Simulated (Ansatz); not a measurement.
Calculated with Ansatz (gas phase, PBE0-D4/def2-TZVP geometries, no zero-point term in ΔE). CBS: MP2 limit from def2 TZ/QZ plus the TZ coupled-cluster correction, frozen cores. This one scheme is used for every species. DFT in def2-TZVPP. B3LYP here is the variant with VWN-RPA as its local correlation; programs differ in this. HSE06 is defined as in plane-wave codes. For Ga outer-core shells are correlated without core-valence functions, which leaves a few kJ/mol of doubt a bond. Scalar relativity is left out up to krypton. One conformer a species, not always the lowest.

`C=C[CH2][GaH2]` + H₂ → `[GaH3]` + propene  (hydrogenolysis of a Ga–C bond)

`C=C[CH2][GaH2]`:

Z-matrix (Å, degrees):
```
C
C 1 1.464
Ga 1 2.295 2 60.5
C 1 1.354 2 125.1 3 -66.5
H 1 1.089 2 116.4 3 100.5
H 2 1.087 1 115.6 3 106.3
H 2 1.084 1 115.2 3 -118.7
H 3 1.561 1 104.3 2 119.9
H 3 1.561 1 116.5 2 -96.0
H 4 1.082 1 120.9 2 171.2
H 4 1.085 1 121.6 2 -14.7
```

H₂:

Z-matrix (Å, degrees):
```
H
H 1 0.746
```

`[GaH3]`:

```xyz
4

Ga    0.000    0.001    0.000
H     0.224   -0.465    1.481
H    -1.202    0.944   -0.352
H     0.977   -0.479   -1.129
```

`C=CC`:

Cartesian coordinates in Å:
```
C 0.876 -0.674 -0.835
C 0.506 0.114 0.164
C -0.903 0.434 0.526
H 0.144 -1.154 -1.478
H 1.920 -0.869 -1.048
H 1.277 0.572 0.781
H -1.124 0.127 1.553
H -1.085 1.513 0.477
H -1.610 -0.064 -0.140
```

```
             level  ΔE (kcal/mol)  difference from CCSD(T)/CBS
       LDA (SPW92)            0.0                          3.1
            PBE-D4           -2.5                          0.6
         revPBE-D4           -2.4                          0.7
           BLYP-D4           -5.0                         -1.9
         r2SCAN-D4           -2.6                          0.5
            B97M-V           -7.5                         -4.4
           PBE0-D4           -4.4                         -1.3
          B3LYP-D4           -6.5                         -3.4
        r2SCANh-D4           -3.3                         -0.2
        r2SCAN0-D4           -4.2                         -1.1
          HSE06-D4           -4.3                         -1.2
          BHLYP-D4           -8.6                         -5.5
      CAM-B3LYP-D4           -8.4                         -5.3
           ωB97X-V           -7.1                         -4.0
           ωB97M-V           -5.9                         -2.8
            B2PLYP           -6.9                         -3.8
          PBE-QIDH           -4.4                         -1.3
               PBE           -4.5                         -1.4
            revPBE           -6.5                         -3.4
              BLYP           -9.1                         -6.0
            r2SCAN           -3.1                          0.0
             B3LYP           -9.7                         -6.6
           r2SCANh           -3.8                         -0.7
           r2SCAN0           -4.7                         -1.6
             BHLYP          -11.5                         -8.4
         CAM-B3LYP          -10.1                         -7.0
           LC-ωPBE           -8.0                         -4.9
RPA@PBE/def2-TZVPP           -4.7                         -1.6
       HF/def2-SVP          -19.9                        -16.8
      MP2/def2-SVP           -6.5                         -3.4
     CCSD/def2-SVP          -11.6                         -8.5
  CCSD(T)/def2-SVP           -9.6                         -6.5
     HF/def2-TZVPP          -17.8                        -14.7
    MP2/def2-TZVPP           -1.2                          1.9
     HF/def2-QZVPP          -18.2                        -15.1
    MP2/def2-QZVPP           -0.5                          2.6
SCS-MP2/def2-QZVPP           -4.6                         -1.5
      HF/CBS(def2)          -18.2                        -15.1
     MP2/CBS(def2)            0.2                          3.3
    CCSD/CBS(def2)           -5.6                         -2.5
       CCSD(T)/CBS           -3.1                            0
```

Q: What do rigid-rotor, harmonic-oscillator terms from PBE0-D4/def2-TZVP frequencies (298.15 K, 1 bar) make of the CCSD(T)/CBS value? (Best estimate.)

A: Computed: ΔZPE = +2.9 kcal/mol, ΔH = -0.8 kcal/mol, ΔS = 34 J/(mol·K), ΔG = -3.2 kcal/mol.

Largest T1 diagnostic among the species: 0.013.

At CCSD(T), def2-SVP lies −6.5 kcal/mol from the extrapolated value and def2-TZVPP −1.4 kcal/mol. In def2-TZVPP, CCSD(T) changes the Hartree–Fock value by +13.3 kcal/mol (the triples alone add +2.5 kcal/mol) and MP2 by +16.6 kcal/mol.
